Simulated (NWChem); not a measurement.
**Correlation energy of Se (+1)**

```
Se
```
Charge +1, spin multiplicity 4.

Everything below was run with NWChem.

Basis set: def2-QZVP. Each correlation energy counts from its own Hartree-Fock reference.

The Hamiltonian is non-relativistic. The correlated methods keep 9 core orbitals frozen. No SCF solution was tested for a lower state. Open-shell Hartree-Fock references start from PBE0 orbitals. Coupled-cluster values serve here as a point of comparison, not as the truth.

**Question.** One of these methods gave a correlation energy of -258.9 mHa. Which?
A. CCSD(T) on UHF
B. CCSD on UHF
C. CCSD(T) on ROHF
D. SCS-UMP2

**Answer.** C, CCSD(T) on ROHF. The others give -250.9 (CCSD on UHF), -226.7 (SCS-UMP2), -257.4 (CCSD(T) on UHF).
